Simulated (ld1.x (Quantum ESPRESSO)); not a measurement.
## Rh: excitation energies, all-electron against TM

```
Element                 : rhodium
Generator               : ld1.x (Quantum ESPRESSO) 7.5
Type                    : norm-conserving Troullier–Martins (Kleinman–Bylander form)
Functional              : PBE
Relativity              : scalar-relativistic
Frozen core             : [Kr]
Valence charge          : 9
Reference configuration : 4d8 5s1 5p0
Partial waves           : 5s (bound): rc 2.80 bohr; 5p (bound, empty): rc 3.05 bohr; 4d (bound): rc 1.20 bohr
Local potential         : all-electron potential smoothed inside 1.95 bohr (lloc = -1)
Core correction         : Bessel-smoothed model core inside 0.70 bohr
```

Energies are relative to the spin-unpolarised reference configuration 4d8 5s1 5p0; without spin polarisation the order of configurations can differ from experiment.

```
valence configuration  charge  ΔE all-electron (eV)  error AE − PS (meV)
          4d8 5s0 5p0      +1                 7.460                  -14
          4d7 5s0 5p0      +2                26.971                  -54
          4d6 5s0 5p0      +3                59.476                 -344
          4d7 5s1 5p0      +1                11.127                  -63
          4d9 5s0 5p0       0                -0.909                  -46
          4d7 5s2 5p0       0                 2.479                  -90
```

(1) What are ΔE and the potential's error for 4d5 5s0 5p0?

Levels in the configuration 4d5 5s0 5p0:

```csv
level,all-electron (eV),pseudo (eV)
4d,-54.592,-55.627
```

Note: ghost state, extra bound levels that the all-electron valence spectrum of the same l lacks: s at -23.0 eV. A true bound ghost makes a file unfit for plane-wave use.

Results:

(1) ΔE = 106.423 eV all-electron; the error (AE − PS) is -1089 meV.

These tests converged, but a pseudo level misses the all-electron one widely, so the file describes the atom poorly there or has found another state: 4d6 5s0 5p0: empty 5s by 6.4 eV; 4d5 5s0 5p0: empty 5p by 6.0 eV (a node warning on the way).
